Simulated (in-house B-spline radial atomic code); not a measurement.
Orbital energies and mean radii along the 9-electron series, configuration 1s2 2s2 2p1/2(2) 2p3/2(3). The effective charge is n√(-2ε), a non-relativistic measure. Computed with a radial B-spline atomic code at the basis-set limit: Dirac-Hartree-Fock, jj configuration that fills j = l - 1/2 first, finite nuclei.

| ion | Z | energy of 1s1/2 (Eh) | mean radius of 1s1/2 (bohr) | energy of 2p3/2 (Eh) | mean radius of 2p3/2 (bohr) | energy of 2p1/2 (Eh) | mean radius of 2p1/2 (bohr) | effective charge of 1s1/2 |
| --- | --- | --- | --- | --- | --- | --- | --- | --- |
| Ca11+ | 20 | -162.24 | 0.076622 | -24.376 | 0.31307 | -24.481 | 0.31106 | 18.013 |
| Sc12+ | 21 | -180.72 | 0.072835 | -28.036 | 0.29442 | -28.176 | 0.29231 | 19.012 |
| Ti13+ | 22 | -200.24 | 0.069396 | -31.946 | 0.27788 | -32.129 | 0.27567 | 20.012 |
| V14+ | 23 | ? | ? | ? | ? | ? | ? | ? |
| Cr15+ | 24 | -242.39 | 0.063386 | -40.52 | 0.24982 | -40.812 | 0.24741 | 22.018 |
| Mn16+ | 25 | ? | ? | ? | ? | ? | ? | ? |
| Fe17+ | 26 | -288.7 | 0.058308 | -50.099 | 0.22691 | -50.537 | 0.2243 | 24.029 |
| Co18+ | 27 | -313.44 | 0.056053 | -55.265 | 0.21695 | -55.794 | 0.21425 | 25.037 |
| Ni19+ | 28 | -339.22 | 0.05396 | -60.683 | 0.20784 | -61.314 | 0.20503 | 26.047 |

**Question.** Fill in the row of V14+.

**Answer.** energy of 1s1/2 (Eh): -220.79; mean radius of 1s1/2 (bohr): 0.066259; energy of 2p3/2 (Eh): -36.107; mean radius of 2p3/2 (bohr): 0.26311; energy of 2p1/2 (Eh): -36.341; mean radius of 2p1/2 (bohr): 0.26079; effective charge of 1s1/2: 21.014.

**Question.** Fill in the row of Mn16+.

**Answer.** energy of 1s1/2 (Eh): -265.02; mean radius of 1s1/2 (bohr): 0.060745; energy of 2p3/2 (Eh): -45.184; mean radius of 2p3/2 (bohr): 0.23781; energy of 2p1/2 (Eh): -45.544; mean radius of 2p1/2 (bohr): 0.2353; effective charge of 1s1/2: 23.023.

**Question.** How does the screening of 1s1/2 change?

**Answer.** Z less the effective charge goes from 1.99 at Z = 20 to 1.95 at Z = 28.
